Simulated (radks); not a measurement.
Question: Species: the gallium ion Ga+. Configuration: [Ar] 3d10 4s2. Calculated with a radial shooting solver on a logarithmic mesh with Libxc functionals: Dirac Kohn-Sham, PBEsol, spin-unpolarised, spherical densities, finite nucleus; Fermi nuclear charge, rms radius 3.9973 fm. Some entries of the table are withheld. Estimate them.

orbital,occ.,eigenvalue (eV),<1/r> (bohr^-1),<r^2> (bohr^2)
1s1/2,2,-10226.48,31.28,0.003182
2s1/2,2,-1269.011,6.879,0.05599
2p1/2,2,-1124.662,6.841,0.04360
2p3/2,4,-1097.043,6.666,0.04511
3s1/2,2,-156.0392,2.191,0.4916
3p1/2,2,(1),2.061,0.5336
3p3/2,4,(2),2.019,0.5509
3d3/2,4,-27.7323,(3),0.8452
3d5/2,6,-27.2696,(4),0.8589
4s1/2,2,-16.3609,0.5897,5.613

Answer: 
(1) 3p1/2 eigenvalue (eV): -109.4104
(2) 3p3/2 eigenvalue (eV): -105.7831
(3) 3d3/2 <1/r> (bohr^-1): 1.658
(4) 3d5/2 <1/r> (bohr^-1): 1.646
